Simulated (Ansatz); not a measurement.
The cluster TiB7⁻. Total charge -1; singlet. Geometry PBE-D4/def2-SVPD, basis def2-TZVPD, Ansatz.

```csv
atom,x (Å),y (Å),z (Å)
Ti1,0.7441,-1.2348,1.9472
B2,-0.5439,0.2664,1.6564
B3,-0.0035,0.0068,-0.0101
B4,-1.2042,1.2175,0.6043
B5,-0.0689,0.4549,-1.8363
B6,0.8939,-0.7034,-1.4155
B7,-0.9965,1.3042,-0.9433
B8,1.1791,-1.3116,-0.0027
```

```csv
run,HOMO (eV),LUMO (eV)
A,-0.19,0.74
B,-0.55,1.08
C,0.11,0.36
D,0.16,0.47
E,-0.17,0.89
F,0.11,0.67
```

HSE06 is defined as in plane-wave codes, on full-range PBE exchange. No other spin state of charge -1 was run. Another isomer (singlet) lies 0.86 eV lower at PBE0-D4/def2-TZVPD; other spin states weren't run for this one.

Problem. The runs used B97M-V, HSE06, PBE, PBE0, r2SCAN, r2SCANh. Estimate which is which.

Solution. A HSE06 (range-separated); B PBE0 (25 % exact exchange); C B97M-V (0 % exact exchange); D PBE (0 % exact exchange); E r2SCANh (10 % exact exchange); F r2SCAN (0 % exact exchange). Exact exchange lowers occupied and raises empty levels; among semilocal functionals meta-GGAs tend to open the gap a little, and such runs are hard to tell apart. The gap grows from 0.25 eV (B97M-V) to 1.63 eV (PBE0). The restricted singlet is unstable towards broken spin symmetry in Hartree–Fock (as tested in another run); at HSE06-D4/def2-TZVPD, PBE0-D4/def2-TZVPD, B97M-V/def2-TZVPD, PBE-D4/def2-TZVPD and others this wasn't settled. At B97M-V/def2-TZVPD, PBE-D4/def2-TZVPD, r2SCAN-D4/def2-TZVPD the highest occupied level of the charge -1 singlet lies above zero (up to 0.16 eV). The electron is either unbound and held by the finite basis, or the level is raised by self-interaction error.
